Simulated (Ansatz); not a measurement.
Relaxation of AlH7OSi2 (11 atoms, charge 0, multiplicity 1), to a largest force component of 0.02 eV/Å in at most 50 steps.

Method: RKS PBE0-D4/def2-SVP (Ansatz).

```xyz
11
Properties=species:S:1:pos:R:3
Si -1.468 1.024 1.105
O -1.419 -0.621 0.778
Al 0.339 -0.964 0.521
Si 1.398 -0.741 -1.617
H -0.996 1.828 -0.070
H -2.926 1.450 1.295
H -0.741 1.412 2.318
H -1.787 -1.528 0.924
H 1.137 0.643 -2.048
H 2.763 -1.054 -1.522
H 0.654 -1.687 -2.515
```

**Question.** Where does it end, and by what steps?

**Answer.** The run converged. The force dipped under the threshold on the way, but the program's further checks kept it going. After 22 steps the energy has fallen by 1.982 eV; H5 moved furthest, 1.32 Å.

```
step  energy less start (eV)  largest force component (eV/Å)  accepted
   0                  0.0000                           3.033       yes
   1                 -0.8602                           2.133       yes
   2                 -1.4011                           1.056       yes
   3                 -1.6339                           0.392       yes
   4                 -1.7337                           0.217       yes
   5                 -1.7922                           0.221       yes
   6                 -1.8187                           0.115       yes
   7                 -1.8329                           0.284       yes
   8                 -1.8399                           0.215       yes
   9                 -1.8729                           0.122       yes
  10                 -1.8966                           0.118       yes
  11                 -1.9103                           0.252       yes
  12                 -1.9254                           0.227       yes
  13                 -1.9504                           0.195       yes
  14                 -1.9655                           0.243       yes
  15                 -1.9716                           0.255       yes
  16                 -1.9784                           0.067       yes
  17                 -1.9803                           0.070       yes
  18                 -1.9813                           0.026       yes
  19                 -1.9819                           0.020       yes
  20                 -1.9822                           0.034       yes
  21                 -1.9823                           0.029       yes
  22                 -1.9824                           0.015       yes
```

```xyz
11
Properties=species:S:1:pos:R:3
Si -1.436 0.884 0.615
O -1.205 -0.762 1.082
Al 0.236 -2.173 0.493
Si 1.230 -0.483 -1.238
H -1.523 0.920 -0.864
H -2.727 1.287 1.247
H -0.318 1.697 1.150
H -1.799 -1.109 1.760
H 1.430 0.986 -0.940
H 2.605 -0.984 -1.596
H 0.462 -0.500 -2.538
```

Run time: 46 s on 2 threads of Intel(R) Xeon(R) Platinum 8488C (Sapphire Rapids), on a shared host, peak memory 0.24 GiB.
